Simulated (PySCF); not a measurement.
**Electron correlation in Co (cobalt, neutral)**

[Ar] 3d6 4s2 4p1, one real determinant (an excited configuration). Computed with PySCF 2.14 in def2-QZVPPD (11s6p5d4f2g, 100 functions), with the non-relativistic Hamiltonian (point nucleus). Frozen: [Ar]; 9 electrons correlated.

```
  level  correlation energy (mhartree)
   CCSD                        -216.74
    (T)                         -23.44
CCSD(T)                        -240.18
```

Diagnostics: T1 = 0.047, D1 = 0.1874, largest double amplitude 0.260.

The real determinant used has ⟨L²⟩ near 8 against 12 for a pure F term, so it mixes terms. T1 exceeds 0.03, a sign that the reference determinant is poor. A double-excitation amplitude exceeds 0.15, a sign of near-degeneracy.

Cost of the coupled-cluster step: of the order of 70 core-seconds, for 9 correlated electrons.

The reference is one real determinant that mixes LS terms of this configuration.
